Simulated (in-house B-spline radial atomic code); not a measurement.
A run on neutral ruthenium that did not converge. Method: non-relativistic BHandHLYP, spin-polarised, spherical fractional occupations, point nucleus; computed with an all-electron radial atomic-structure program (B-spline basis).

Command:
```bash
python run_scf.py task.json out
```
Settings:
```
Z                44
configuration    [Kr] 4d7 5s0.5 5f0.5
hamiltonian      nr
method           bhandhlyp
spin_polarised   True
```

First and last ten iterations of the last attempt (damped for 15 steps, keeping 80 % of the old Fock matrix, then DIIS):
```
 iter        energy (Eh)    residual
    1       -4434.342669    5.58e-01
    2       -4438.251615    3.25e-01
    3       -4440.776738    2.33e-01
    4       -4442.164772    1.55e-01
    5       -4442.856306    9.87e-02
    6       -4443.165137    6.65e-02
    7       -4443.322496    4.38e-02
    8       -4443.393381    2.78e-02
    9       -4443.425755    1.84e-02
   10       -4443.440492    1.22e-02
  111       -4443.454774    1.45e-05
  112       -4443.454770    1.61e-05
  113       -4443.454780    1.45e-05
  114       -4443.454769    1.83e-05
  115       -4443.454770    1.78e-05
  116       -4443.454764    2.02e-05
  117       -4443.454765    2.15e-05
  118       -4443.454758    2.28e-05
  119       -4443.454779    1.75e-05
  120       -4443.454778    1.42e-05
 not converged after 120 iterations
```

The smallest residual met was 1.4e-05; the threshold is about 4e-07. No energy from this run should be used. Time taken, with all properties: 6.8 s on 1 thread of Arm Neoverse V1, with other jobs on the host.
